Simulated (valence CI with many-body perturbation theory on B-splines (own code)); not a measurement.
Energy levels of Pr LIII

Level of theory: relativistic CI+MBPT: five valence electrons over a frozen Dirac-Fock core [He], a basis of 11 s, 11 p, 10 d, 8 f, 5 g, 2 h functions for each j, with the one-electron correlation potential Σ1 (screened to all orders), the two-electron term Σ2, the three-electron term Σ3, Breit, model QED; selected single and double excitations, second order for the rest, scaled by the run's own slope (own B-spline code, finite nucleus).

No measured spectrum was set against this ion. As an estimate, large intervals hold to a few tenths of a per cent, small ones and those within an open d or f shell to about a per cent. Among the levels kept, up to 7100 cm⁻¹ of a level comes from second order outside the variational space, and about a tenth of that is noise between levels of different J, which matters for small intervals.

Levels 1 to 45 of 197, with energies above the lowest level, (2s^2 2p1/2^2 2p3/2) J=3/2. "Leading %" is the weight of the configuration and term that name the level; weights of strongly mixed levels are sums over their largest components and can fall short. In the jj column 3d3/2^4 stands for four electrons in 3d with j = 3/2. Lifetimes count E1, E2, E3, M1 and M2 decay at the calculated energies, and are blank where another channel may lead or the interval is too uncertain; long ones can be off by a factor of two.

```csv
No.,Configuration,Term,J,E (Ry),Leading %,Lifetime,g,Leading jj
1,2s2 2p3,2P°,3/2,0.00,47,,1.343,2s^2 2p1/2^2 2p3/2 (100 %)
2,2s2 2p3,4S°,3/2,35.69,55,883 ps,1.441,2s^2 2p1/2 2p3/2^2 (100 %)
3,2s2 2p3,2D°,5/2,37.25,100,5.16 ns,1.177,2s^2 2p1/2 2p3/2^2 (100 %)
4,2s2 2p3,2P°,1/2,39.90,100,1.42 ns,0.636,2s^2 2p1/2 2p3/2^2 (100 %)
5,2s 2p4,4P,5/2,53.84,73,2.46 ps,1.470,2s 2p1/2^2 2p3/2^2 (100 %)
6,2s 2p4,2S,1/2,59.55,62,626 fs,2.061,2s 2p1/2^2 2p3/2^2 (99 %)
7,2s 2p4,2P,3/2,59.66,47,357 fs,1.190,2s 2p1/2^2 2p3/2^2 (99 %)
8,2s2 2p3,2P°,3/2,75.69,52,296 ps,1.287,2s^2 2p3/2^3 (99 %)
9,2s 2p4,4P,3/2,91.12,82,736 fs,1.572,2s 2p1/2 2p3/2^3 (99 %)
10,2s 2p4,2D,5/2,93.70,73,728 fs,1.284,2s 2p1/2 2p3/2^3 (100 %)
11,2s 2p4,2P,1/2,96.88,62,280 fs,1.394,2s 2p1/2 2p3/2^3 (98 %)
12,2s 2p4,2D,3/2,97.65,51,280 fs,1.040,2s 2p1/2 2p3/2^3 (100 %)
13,2p5,2P°,3/2,117.70,99,245 fs,1.312,2p1/2^2 2p3/2^3 (99 %)
14,2s 2p4,2S,1/2,133.82,36,324 fs,1.809,2s 2p3/2^4 (99 %)
15,2p5,2P°,1/2,155.09,100,182 fs,0.636,2p1/2 2p3/2^4 (100 %)
16,2s2 2p2 3s,4P,1/2,405.54,47,13.6 fs,2.008,2s^2 2p1/2^2 3s (100 %)
17,2s2 2p2 3p,2P°,1/2,411.03,45,1.24 ps,0.654,2s^2 2p1/2^2 3p1/2 (100 %)
18,2s2 2p2 3p,2P°,3/2,422.59,33,1.28 ps,1.328,2s^2 2p1/2^2 3p3/2 (99 %)
19,2s2 2p2 3d,2D,3/2,427.76,41,10.0 fs,0.785,2s^2 2p1/2^2 3d3/2 (100 %)
20,2s2 2p2 3d,2D,5/2,431.40,34,1.87 fs,1.194,2s^2 2p1/2^2 3d5/2 (99 %)
21,2s2 2p2 3s,4P,3/2,441.82,88,19.5 fs,1.665,2s^2 2p1/2 2p3/2 3s (100 %)
22,2s2 2p2 3s,2P,1/2,442.41,67,9.17 fs,1.299,2s^2 2p1/2 2p3/2 3s (100 %)
23,2s2 2p2 3s,2D,5/2,443.14,63,18.8 fs,1.325,2s^2 2p1/2 2p3/2 3s (99 %)
24,2s2 2p2 3s,2D,3/2,443.51,63,9.74 fs,0.974,2s^2 2p1/2 2p3/2 3s (100 %)
25,2s2 2p2 3p,4P°,1/2,447.27,47,1.74 ps,1.726,2s^2 2p1/2 2p3/2 3p1/2 (100 %)
26,2s2 2p2 3p,4D°,3/2,447.70,56,1.70 ps,1.139,2s^2 2p1/2 2p3/2 3p1/2 (100 %)
27,2s2 2p2 3p,2F°,5/2,448.62,47,1.26 ps,1.066,2s^2 2p1/2 2p3/2 3p1/2 (99 %)
28,2s2 2p2 3p,2P°,3/2,450.70,42,510 fs,1.328,2s^2 2p1/2 2p3/2 3p1/2 (99 %)
29,2s 2p3 3s,4P°,5/2,456.83,31,42.1 fs,1.553,2s 2p1/2^2 2p3/2 3s (65 %)
30,2s2 2p2 3p,2P°,1/2,458.44,34,396 fs,1.596,2s^2 2p1/2 2p3/2 3p3/2 (97 %)
31,2s 2p3 3s,2P°,3/2,458.66,22,14.7 fs,1.432,2s 2p1/2^2 2p3/2 3s (71 %)
32,2s2 2p2 3p,2D°,3/2,458.97,52,479 fs,1.177,2s^2 2p1/2 2p3/2 3p3/2 (98 %)
33,2s2 2p2 3p,4D°,5/2,458.99,39,77.4 fs,1.473,2s^2 2p1/2 2p3/2 3p3/2 (68 %)
34,2s2 2p2 3p,2F°,7/2,459.49,63,1.21 ps,1.231,2s^2 2p1/2 2p3/2 3p3/2 (100 %)
35,2s2 2p2 3p,4S°,3/2,460.73,22,41.5 fs,1.412,2s^2 2p1/2 2p3/2 3p3/2 (67 %)
36,2s2 2p2 3p,2D°,5/2,461.11,61,698 fs,1.203,2s^2 2p1/2 2p3/2 3p3/2 (96 %)
37,2s2 2p2 3p,2P°,1/2,461.67,66,36.7 fs,0.666,2s^2 2p1/2 2p3/2 3p3/2 (75 %)
38,2s 2p3 3p,4P,3/2,463.46,26,5.80 fs,1.661,2s 2p1/2^2 2p3/2 3p1/2 (90 %)
39,2s 2p3 3p,2D,5/2,463.49,22,2.91 fs,1.348,2s 2p1/2^2 2p3/2 3p1/2 (88 %)
40,2s 2p3 3s,2P°,3/2,463.63,32,24.7 fs,1.378,2s 2p1/2^2 2p3/2 3s (93 %)
41,2s 2p3 3s,4D°,1/2,463.67,26,15.3 fs,0.783,2s 2p1/2^2 2p3/2 3s (72 %)
42,2s2 2p2 3d,4F,3/2,464.21,40,7.66 fs,0.974,2s^2 2p1/2 2p3/2 3d3/2 (92 %)
43,2s2 2p2 3d,4F,5/2,464.35,49,31.2 fs,0.975,2s^2 2p1/2 2p3/2 3d3/2 (94 %)
44,2s2 2p2 3d,4D,1/2,464.47,79,10.1 fs,0.241,2s^2 2p1/2 2p3/2 3d3/2 (100 %)
45,2s2 2p2 3d,2G,7/2,465.36,49,563 fs,1.029,2s^2 2p1/2 2p3/2 3d3/2 (96 %)
```

The ionisation energy to 2s2 2p2 3P_0 of the next ion comes out as 10176 eV (NIST: 10175 ± 4 eV (theoretical)). All 197 levels together are meant to be complete up to 538.46 Ry.
